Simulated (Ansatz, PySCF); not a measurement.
Gas-phase reaction (SMILES): NB(F)F -> [NH]B(F)F + H atom; the H-N bond at the site shown breaks (other sites are not compared here).

Each molecule is optimised on its own at B3LYP-D3(BJ)/def2-TZVP (Ansatz, a quantum-chemistry and plane-wave program), one conformer each, not searched for the lowest. Correlated levels leave the core frozen unless marked. Open shells are spin-unrestricted. No spin-orbit coupling. No relativistic terms. Basis-set limits of correlation are two-point, X^-3; Hartree-Fock from the larger set. The bracket is a focal-point correction in the basis named. Thermal terms are rigid-rotor harmonic-oscillator values from B3LYP-D3(BJ) frequencies (Ansatz or PySCF) at 298.15 K and 1 atm. 1 Eh = 627.5095 kcal/mol. Atoms have translation alone. Electronic entropy comes from spin alone.

```tsv
species	E, RI-MP2/CBS(aug-cc-pVTZ,aug-cc-pVQZ)+[CCSD(T)-MP2]/aug-cc-pVTZ (Ansatz) (Eh)	E, wB97X-V/def2-TZVPD (Ansatz) (Eh)	H - E (Eh)	G - E (Eh)
NB(F)F	-280.45847	-280.69845	0.04174	0.01090
[NH]B(F)F	-279.75343	-279.99718	0.02707	-0.00538
H atom	-0.49995	-0.50049	0.00236	-0.01065
```

Work out ΔE and ΔH, ΔG, ΔS and the equilibrium constant at 298.15 K at the first level, then ΔH at the second.


1. ΔE = [(-279.75343) + (-0.49995)] - [(-280.45847)] = 0.20509 Eh = 128.7 kcal/mol at RI-MP2/CBS(aug-cc-pVTZ,aug-cc-pVQZ)+[CCSD(T)-MP2]/aug-cc-pVTZ.
2. The terms H - E add up to -0.01231 Eh, so ΔH = (0.20509 + (-0.01231))×627.5095 = 121.0 kcal/mol.
3. The terms G - E add up to -0.02693 Eh, so ΔG = 111.8 kcal/mol, and ΔS = (-0.01231 - (-0.02693))×627509.5/298.15 = 30.8 cal/(mol K).
4. log10 K = -ΔG/(RT ln 10) = -82.0, with RT ln 10 = 1.3642 kcal/mol.
5. With ΔH and ΔS taken as constant, ΔG changes sign near ΔH/ΔS = 3930 K, a rough figure that leaves out heat capacities.
6. At wB97X-V/def2-TZVPD the same steps give ΔE = 126.0 and ΔH = 118.3 kcal/mol, a shift of -2.7 from the first level.
7. These values are not checked against measurement here, since the tables used lack a sound gas-phase enthalpy of formation for at least one species.
